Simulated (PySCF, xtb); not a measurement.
Sn(H)(Cl)(NH2)2 (ClH5N2Sn), SMILES [NH2][SnH]([NH2])[Cl]. One conformer was computed; it need not be the lowest.

Harmonic wavenumbers (cm⁻¹) from GFN2-xTB (xtb) at its own minimum, in rising order: 104, 122, 125, 149, 170, 306, 460, 473, 486, 521, 684, 697, 754, 788, 1461, 1476, 1504, 3399, 3407, 3427, 3437.

Task: What does PySCF with PBE0-D3(BJ)/def2-SVP give at its own minimum? (An estimate is asked for; the answer gives what the named calculation found.)

Result: 89, 133, 152, 169, 177, 358, 518, 549, 555, 594, 652, 659, 842, 875, 1535, 1546, 1978, 3552, 3555, 3654, 3655. Paired by order, the mean absolute difference is 96 cm⁻¹ and the zero-point energies are 34.2 and 36.9 kcal/mol.
